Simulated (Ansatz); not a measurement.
Reaction: C2H4Si (SMILES [SiH3]C#C) → C2H3Si (SMILES C#C[SiH2], doublet) + H (doublet) (the H-Si bond breaks)
Each species at its own B3LYP-D3(BJ)/def2-TZVP minimum (Ansatz, a program for electronic structure).

Total energies in hartree (Ansatz). Open shells are spin-unrestricted; no spin-orbit coupling. Correlated methods leave the cores frozen. No relativity. For partners of very few electrons the exact lower level stands in for a higher one. The UHF reference of C2H3Si (C#C[SiH2], doublet) is spin-contaminated (<S^2> up to 0.10 over the pure value in the sets run).

```csv
species,HF/cc-pV(T+d)Z,CCSD(T)/cc-pV(T+d)Z,HF/cc-pV(Q+d)Z,CCSD(T)/cc-pV(Q+d)Z,CCSD(T)/cc-pV(D+d)Z,CCSDT(Q)/cc-pV(D+d)Z
"1: C2H4Si (ethynylsilane, SMILES C#C[SiH3])",-366.97995,-367.46036,-366.98866,-367.49348,-367.34733,-367.34940
"2: C2H3Si (SMILES C#C[SiH2], doublet)",-366.35981,-366.80967,-366.36810,-366.84114,-366.70214,-366.70456
3: H (doublet),-0.49981,-0.49981,-0.49995,-0.49995,-0.49928,-0.49928
```

Q: Work out the bond dissociation energy (electronic) in kcal/mol: take Hartree-Fock from cc-pV(Q+d)Z, extrapolate the CCSD(T) correlation energy as X^-3 (X = 3, 4), and add CCSDT(Q) - CCSD(T) in cc-pV(D+d)Z. 1 hartree = 627.51 kcal/mol.

A: 
Species 1: correlation (64·(-0.50482) - 27·(-0.48041))/37 = -0.52263; step -0.00207; E1 = -366.98866 + (-0.52263) + (-0.00207) = -367.51336
Species 2: correlation (64·(-0.47304) - 27·(-0.44986))/37 = -0.48996; step -0.00242; E2 = -366.36810 + (-0.48996) + (-0.00242) = -366.86048
Species 3: correlation (64·(0.00000) - 27·(0.00000))/37 = 0.00000; step +0.00000; E3 = -0.49995 + (0.00000) + (+0.00000) = -0.49995
-1·E1 +1·E2 +1·E3 = 0.15293 hartree = 96.0 kcal/mol.
